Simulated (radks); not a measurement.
Question: These are the eigenvalues of the occupied orbitals of an atom or ion with whole-number occupations (hartree). Calculated with a radial shooting solver on a logarithmic mesh with Libxc functionals: non-relativistic Kohn-Sham, TPSS, spin-polarised, spherical densities, point nucleus; meta-GGA in the generalised Kohn-Sham scheme.

orbital  eigenvalue
1s up     -1738.104
1s down   -1737.510
2s up     -423.3001

Which element is it, and in what charge state? The configuration may be excited. Open shells, if any, are filled with parallel spins first.

Answer: Z = 60, neodymium, charge +57: Nd57+ in [He] 2s1. The list shows which subshells hold electrons but not how many an open one holds; the 1s level, -1738.1 hartree, gives Z - s = 59.0 by -(Z - s)^2/2, which with screening narrows Z to a few neighbours, and the depths of the outer levels then fix element, charge and occupations together.
